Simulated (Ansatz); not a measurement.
## A cut through the energy surface

C2H3BCl2 (SMILES C=CB(Cl)Cl), closed shell, at its PBE0-D4/def2-TZVP minimum:

C1  (0.484, 0.923, 0.802)
C2  (-0.058, -0.257, 0.496)
B3  (-0.366, -0.696, -0.945)
Cl4  (-1.077, -2.267, -1.244)
Cl5  (-0.027, 0.330, -2.323)
H6  (0.693, 1.213, 1.827)
H7  (0.738, 1.643, 0.030)
H8  (-0.296, -0.947, 1.302)
(Å)

The dihedral angle H6–C1–C2–B3 (-180.0° at the minimum) is set to the values below, the two halves turning rigidly about the central bond. Each method's energies count from its own value at the PBE0-D4 minimum structure. Ansatz 0.2.0; basis: def2-TZVPP; cores frozen in the correlated methods. B3LYP uses VWN-RPA correlation.

CCSD(T) energies along the scan:
| dihedral angle (°) | CCSD(T) (meV) |
| --- | --- |
| -168.1 | 68 |
| -145.6 | 563 |
| -123.1 | 1497 |
| -100.6 | 2735 |
| -78.1 | 2663 |
| -55.6 | 1433 |
| -33.1 | 523 |
| -10.6 | 55 |
They count from the CCSD(T) energy at the PBE0-D4 minimum.

Largest difference from the CCSD(T) curve over the scan: PBE0-D4 88; B3LYP-D4 64; wB97M-V 118; HF 437 meV. Each curve counts from its own value at the minimum.

T1 diagnostic: at most 0.035. The T1 diagnostic is large here, which may signal multireference character or strong orbital relaxation, so CCSD(T) is less sure. The restricted Hartree–Fock reference is unstable towards an unrestricted one here. A large double-excitation amplitude points to some diradical character; no triplet was computed.

For scale, one of the runs: CCSD(T)/def2-TZVPP, 219 basis functions (an equivalent command: `ansatz run in.yaml --threads 4`). The run took 25 s on 4 CPU threads (shared host), with 3.4 GiB of host memory at its peak.
